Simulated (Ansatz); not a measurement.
Relaxation of Be₃O₃ with RKS r2SCAN-D4/def2-SVP.

```sh
$ ansatz run in.yaml --threads 4 --pin off --events-out ev --progress --plain --max-ram 3916MiB
```

```yaml
crystal:
  periodic: [false, false, false]
  atoms:
    - {symbol: Be, position_ang: [-1.490810, 0.398680, -0.196500]}
    - {symbol: Be, position_ang: [-0.870320, -1.064950, -1.213800]}
    - {symbol: Be, position_ang: [-0.083170, 1.107790, 0.909530]}
    - {symbol: O, position_ang: [1.223150, 0.961250, 0.126750]}
    - {symbol: O, position_ang: [0.937490, -0.297160, 0.666000]}
    - {symbol: O, position_ang: [0.283660, -1.105620, -0.291980]}
basis:
  gaussian: {orbitals: def2-SVP}
hamiltonian: {xc: r2scan, dispersion: d4}
scf: {omitted_lower_state_checks: [starts]}
output: {orbitals: {seedname: orbitals}}
relax: {f_tol: 0.02, max_steps: 100}
```

Hardware: 4 threads of Intel Xeon Platinum 8488C on a shared host. Wall time 11 s.

Positions (Å) and forces (eV/Å) at steps 1, 2, 3, 4, 5, 6, 7, 8, 9 of 9:

```xyz
6
step=1 energy=-7328.1925 eV
Be   -1.491    0.399   -0.197   -2.529    1.076    0.085
Be   -0.870   -1.065   -1.214    0.233   -0.770   -0.684
Be   -0.083    1.108    0.910    0.355    0.838    0.485
O     1.223    0.961    0.127    0.843    1.382   -0.461
O     0.937   -0.297    0.666    0.405   -1.390    1.047
O     0.284   -1.106   -0.292    0.693   -1.137   -0.472
6
step=2 energy=-7328.7409 eV
Be   -1.682    0.445   -0.193   -1.083    0.538    0.094
Be   -0.855   -1.074   -1.198    0.115    0.150    0.241
Be   -0.071    1.116    0.865    0.012    0.218   -0.230
O     1.294    0.962    0.166    0.339    0.874   -0.153
O     0.967   -0.323    0.681   -0.152   -0.885    0.511
O     0.347   -1.127   -0.321    0.769   -0.896   -0.463
6
step=3 energy=-7329.1152 eV
Be   -1.863    0.525   -0.198   -0.102    0.079    0.051
Be   -0.813   -1.055   -1.010   -2.487    0.551   -0.588
Be   -0.095    1.121    0.748   -0.290    0.051   -0.211
O     1.344    0.942    0.256    0.153    0.159    0.035
O     0.945   -0.394    0.673   -0.190   -0.138    0.147
O     0.482   -1.138   -0.468    2.917   -0.701    0.565
6
step=4 energy=-7329.3311 eV
Be   -1.986    0.587   -0.193    0.473   -0.163    0.064
Be   -0.882   -1.032   -0.927    1.106    0.230    0.611
Be   -0.124    1.119    0.650    0.249   -0.159   -0.211
O     1.379    0.936    0.326   -0.492   -0.091    0.254
O     0.955   -0.438    0.688   -0.425    0.236   -0.509
O     0.658   -1.172   -0.544   -0.911   -0.053   -0.209
6
step=5 energy=-7329.3391 eV
Be   -1.909    0.547   -0.122   -0.398    0.251   -0.088
Be   -0.771   -0.967   -0.774   -0.284   -0.350   -0.135
Be   -0.154    1.283    0.543   -0.044    0.220    0.231
O     1.305    0.893    0.446    0.285   -0.004   -0.800
O     0.829   -0.487    0.566   -0.128   -0.568    1.382
O     0.700   -1.269   -0.659    0.569    0.450   -0.590
6
step=6 energy=-7329.1799 eV rejected
Be   -1.983    0.578   -0.124    0.626   -0.121   -0.054
Be   -0.700   -0.994   -0.693   -0.818    0.116   -0.418
Be   -0.107    1.253    0.565   -0.706    0.596   -0.201
O     1.340    0.831    0.379   -0.297    0.113    0.369
O     0.650   -0.466    0.577    1.562   -0.502    0.126
O     0.800   -1.202   -0.704   -0.367   -0.203    0.178
6
step=7 energy=-7329.4334 eV
Be   -1.913    0.588   -0.185   -0.209    0.044    0.063
Be   -0.791   -1.019   -0.708    0.211   -0.127   -0.203
Be   -0.161    1.262    0.596    0.211    0.141   -0.053
O     1.307    0.883    0.402   -0.268   -0.279   -0.019
O     0.832   -0.506    0.597    0.235   -0.011   -0.030
O     0.727   -1.209   -0.702   -0.180    0.232    0.241
6
step=8 energy=-7329.4565 eV
Be   -1.928    0.584   -0.161    0.024   -0.011    0.018
Be   -0.777   -1.014   -0.736   -0.081   -0.002    0.001
Be   -0.162    1.330    0.574   -0.071    0.026    0.009
O     1.267    0.849    0.407    0.116    0.034   -0.034
O     0.874   -0.546    0.608   -0.092   -0.022    0.075
O     0.727   -1.203   -0.692    0.104   -0.025   -0.070
6
step=9 energy=-7329.4581 eV
Be   -1.922    0.576   -0.150   -0.005    0.007   -0.008
Be   -0.778   -1.022   -0.740    0.007    0.007    0.010
Be   -0.156    1.339    0.566    0.001   -0.009    0.006
O     1.276    0.848    0.412   -0.012   -0.002    0.006
O     0.848   -0.541    0.609    0.013    0.009   -0.020
O     0.732   -1.199   -0.697   -0.004   -0.013    0.005
```

The structure holds 2 bond(s) between oxygen atoms. Another isomer (singlet) lies 13.54 eV lower at PBE0-D4/def2-TZVP; other spin states weren't run for this one.
